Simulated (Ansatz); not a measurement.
A nudged elastic band was laid between two geometries of C2H9BO (13 atoms, charge 0, multiplicity 1).

The calculation used RKS PBE/6-31G* (Ansatz).

```json
{
  "movable images": "9",
  "climbing image": "yes",
  "spring": "5.0 eV/Å²",
  "optimiser": "quadratic models (default)",
  "start path": "through a guess of the saddle point",
  "force threshold": "0.05 eV/Å",
  "iteration limit": "60",
  "end points": "relaxed"
}
```

First end point:

```xyz
13
Properties=species:S:1:pos:R:3
B -0.227 -0.272 0.455
C 0.163 0.319 1.895
H -0.533 0.034 2.711
H 1.188 0.064 2.222
H 0.115 1.423 1.841
H 0.579 -0.105 -0.444
H -1.393 -0.115 0.112
O -0.132 -1.960 0.665
C -0.653 -2.725 -0.453
H -0.569 -3.799 -0.226
H -1.694 -2.436 -0.669
H -0.014 -2.462 -1.306
H -0.679 -2.142 1.460
```

Last end point:

```xyz
13
Properties=species:S:1:pos:R:3
B -0.352 -0.449 -1.335
C 0.257 -0.209 2.845
H -0.340 -0.970 3.372
H 1.182 -0.017 3.408
H -0.325 0.722 2.769
H 0.482 0.375 -1.617
H -1.524 -0.342 -1.629
O 0.091 -1.533 -0.655
C -0.796 -2.588 -0.263
H -0.753 -2.690 0.833
H -1.834 -2.382 -0.578
H -0.447 -3.527 -0.723
H 0.510 -0.567 1.835
```

Task: What changes between the two ends?

Result: Bonds broken: B1–C2, O8–H13. Bonds formed: C2–H13. C2H9BO becomes CH4 + CH5BO.

Task: What energy profile does the band end with?

Result: The forces met the threshold. The highest image is number 4 of 0 to 10, 90.6 kJ/mol above the first end and 199.0 kJ/mol above the last; the last end lies 108.4 kJ/mol below the first. Neighbouring images differ by up to 1.6 eV, so the band resolves the path poorly. A vibrational analysis at the climbing image gives one clearly imaginary mode, 1207i cm⁻¹: a first-order saddle point. The orbitals stay closed-shell, which can raise the energy where a bond breaks towards radicals; this wasn't checked here.

```csv
image,path coordinate (Å),energy (kJ/mol),B1–C2 (Å),O8–H13 (Å),C2–H13 (Å)
0,0.00,0.0,1.60,0.98,2.64
1,0.80,1.9,1.61,0.98,2.48
2,1.60,5.2,1.61,0.98,2.40
3,2.41,11.6,1.62,0.98,2.15
4,3.21,90.6,1.79,1.26,1.40
5,4.18,-63.3,2.52,2.01,1.10
6,5.15,-100.1,3.10,2.60,1.10
7,6.13,-106.1,3.46,2.98,1.10
8,7.10,-107.1,3.71,2.92,1.10
9,8.07,-107.9,4.02,2.74,1.10
10,9.04,-108.4,4.23,2.70,1.10
```

Task: What is the geometry of the highest image?

Result: 
```xyz
13
Properties=species:S:1:pos:R:3
B 0.011 -0.285 0.147
C -0.076 -0.083 1.923
H -0.941 -0.468 2.492
H 0.839 -0.145 2.537
H -0.265 0.993 1.763
H 0.956 0.358 -0.242
H -1.091 -0.049 -0.291
O 0.356 -1.837 0.097
C -0.744 -2.684 -0.266
H -0.428 -3.731 -0.129
H -1.640 -2.486 0.353
H -1.007 -2.511 -1.323
H 0.182 -1.250 1.202
```

The run took 8.9 min on 1 thread of Arm Neoverse V1, on a shared host, peak memory 0.12 GiB.
